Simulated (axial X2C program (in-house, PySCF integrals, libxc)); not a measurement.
## Low determinants of CBr at the PBE0 level, without spin–orbit coupling

All values were computed with an in-house all-electron X2C program for linear molecules (integrals from PySCF). Spin-free means the one-electron spin-free X2C Hamiltonian. Basis: Br dyall-cv3z [8s9p6d4f1g], C dyall-v3z [7s6p2d1f] (cores contracted in-house); Gaussian nuclei, density fitting, unrestricted open shells. Masses: Br 78.918 u, C 12.000 u.

Search at 1.814 Å (vertical energies from the lowest determinant):

| ΔE (eV) | state | electrons beyond evenly filled partner blocks | electrons in σ, π, δ, φ |
| --- | --- | --- | --- |
| 0.00 | M_S = 1/2, Λ = 1 | π+α | 20 17 4 0 |
| 1.93 | M_S = 3/2, Λ = 0 | σα, π+α, π-α | 19 18 4 0 |
| 3.33 | M_S = 1/2, Λ = 0 | σβ, π+α, π-α | 19 18 4 0 |
| 3.92 | M_S = 1/2, Λ = 0 | σα, π+β, π-α | 19 18 4 0 |
| 3.92 | M_S = 1/2, Λ = 2 | σα, π+α, π+β | 19 18 4 0 |
| 4.25 | M_S = 3/2, Λ = 1 | 2 × π+α, π+β, 2 × π-α | 20 17 4 0 |
| 4.25 | M_S = 1/2, Λ = 0 | σα | 21 16 4 0 |

Lowest determinant, M_S = 1/2, Λ = 1 (beyond evenly filled blocks: π+α): Re = 1.812 Å, ωe = 745.1 cm⁻¹.

The determinant in row 2 of the search, M_S = 3/2, Λ = 0 (beyond evenly filled blocks: σα, π+α, π-α), was followed along the bond at PBE0; measured from the minimum of the lowest determinant it gives:

Te = 1.928 eV (15547 cm⁻¹), Re = 1.808 Å, ωe = 746.5 cm⁻¹.

(1) Compare the bond of the determinant in row 2 with that of the lowest one.

The search compares states at one distance, so a state with another bond length can lie lower; it is not exhaustive and yields mostly the lowest determinant of each block pattern, so other components and higher states of one pattern are missing. These are energies of single determinants, not of spin-adapted states; PBE0 term energies can be off by some tenths of an eV, and the functional has no current term.

Results:

(1) At PBE0 its Re is 0.004 Å shorter and its force constant, which goes as ωe², is 1.00 times that of the lowest determinant. T0 ≈ Te + Δωe/2 = 15547 + (1) = 15548 cm⁻¹.
